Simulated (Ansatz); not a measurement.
Cartesian coordinates in Å:
```
C -1.230 0.739 -0.714
O -0.076 0.617 0.085
Ta 1.175 -0.626 0.700
O 0.731 -2.145 0.038
F 2.892 -0.178 0.076
F 1.099 -0.745 2.576
H -1.507 -0.227 -1.141
H -2.051 1.115 -0.100
H -1.033 1.450 -1.519
```

The species carries charge 0 and has multiplicity 1. Ta takes the def2 core potential.

List the PBE0/def2-TZVPP orbital energies in eV (Ansatz 0.2.0). (Best estimate.)

Computed: Occupied: -674.05, -674.05, -523.94, -522.57, -280.17, -76.76, -42.83, -42.75, -42.66, -32.57, -32.20, -28.82, -25.04, -19.78, -14.31, -13.77, -13.70, -13.51, -13.34, -12.79, -12.75, -12.52, -12.16, -10.36, -9.80, -9.79, -9.51, -9.43. Lowest empty: -0.80, -0.70, -0.46, 0.24, 0.71, 0.76, 1.54, 2.46.
